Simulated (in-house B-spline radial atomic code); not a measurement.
Configurations of the praseodymium ion Pr⁴⁺, with energies counted from [Xe] (4f5/2)1. Method: Dirac-Hartree-Fock, average of each configuration as written, Fermi nucleus of rms radius 4.8919 fm. Calculated with a B-spline radial code for spherical atoms. Energies include first-order Breit, QED and recoil terms.

Occupations are held fixed; configurations that lie above the ionisation limit could autoionise.

```csv
configuration,E - E(ref) (eV),highest orbital,its <r> (bohr)
[Xe] (7d5/2)1,43.159,7d5/2,7.173
[Xe] 8s1,43.839,8s1/2,8.12
[Xe] (6g7/2)1,46.986,6g7/2,8.651
[Xe] (9d5/2)1,49.716,9d5/2,14.5
[Kr] (4d3/2)3 (4d5/2)6 (4f7/2)1 5s2 5p6 (6g9/2)1,165.7,6g9/2,8.647
[Kr] (4d3/2)3 (4d5/2)6 (4f7/2)1 5s2 5p6 (8g9/2)1,169.86,8g9/2,16.96
```

(1) Order these further configurations by energy, lowest first.
A. [Kr] (4d3/2)4 (4d5/2)5 (4f7/2)1 5s2 5p6 (8p3/2)1
B. [Kr] 4d10 (4f5/2)1 5s2 (5p1/2)1 (5p3/2)4 (5d5/2)1
C. [Kr] 4d10 (4f5/2)1 5s2 (5p1/2)1 (5p3/2)4 6s1
D. [Xe] (4f7/2)1
E. [Kr] 4d10 (4f7/2)1 5s2 (5p1/2)2 (5p3/2)3 (6g9/2)1

(2) How far above the reference does [Kr] 4d10 (4f5/2)1 5s2 (5p1/2)2 (5p3/2)3 (9d3/2)1 lie?

Results:

(1) D (0.36086 eV), B (28.196 eV), C (35.056 eV), E (56.698 eV), A (161.49 eV).

(2) 58.985 eV; its least bound orbital is 9d3/2 with <r> = 14.54 bohr.
